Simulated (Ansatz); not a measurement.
Consider the redistribution: `O[Si](O)(Cl)C[SiH2]Cl` + `[SiH3][GeH2][Cl]` → `O[Si](O)(Cl)[GeH2][Cl]` + `[SiH3]C[SiH2]Cl`.

Computed with Ansatz on PBE0-D4/def2-TZVP structures; ΔE is electronic, products minus reactants. CCSD(T)/CBS adds triple-zeta CCSD(T) − MP2 to the extrapolated MP2 energy (def2 sets, frozen cores). For Ge outer-core shells are correlated without core-valence functions, which leaves a few kJ/mol of doubt a bond. Scalar relativity is left out up to krypton. One conformer a species, not always the lowest.

| species | HF/def2-TZVPP energy (Eh) |
| --- | --- |
| `O[Si](O)(Cl)C[SiH2]Cl` | -1688.33876 |
| `[SiH3][GeH2][Cl]` | -2826.77605 |
| `O[Si](O)(Cl)[GeH2][Cl]` | -3435.68307 |
| `[SiH3]C[SiH2]Cl` | -1079.42273 |

Q: Work out ΔE.

A: ΔE = (-3435.68307) + (-1079.42273) − (-1688.33876) − (-2826.77605) = 0.00901 Eh = +23.7 kJ/mol. CCSD(T)/CBS gives +28.5 kJ/mol.

Largest T1 diagnostic among the species: 0.011.

In def2-TZVPP, CCSD(T) changes the Hartree–Fock value by +4.9 kJ/mol (the triples alone add +0.5 kJ/mol) and MP2 by +4.1 kJ/mol. The D4 term adds +5.1 kJ/mol with B3LYP and +2.9 kJ/mol with PBE0; it sums over pairs of atoms, weighted by their polarisabilities, and B3LYP, whose exchange is more repulsive, gets the larger term.

B3LYP here is the variant with VWN-RPA as its local correlation; programs differ in this.
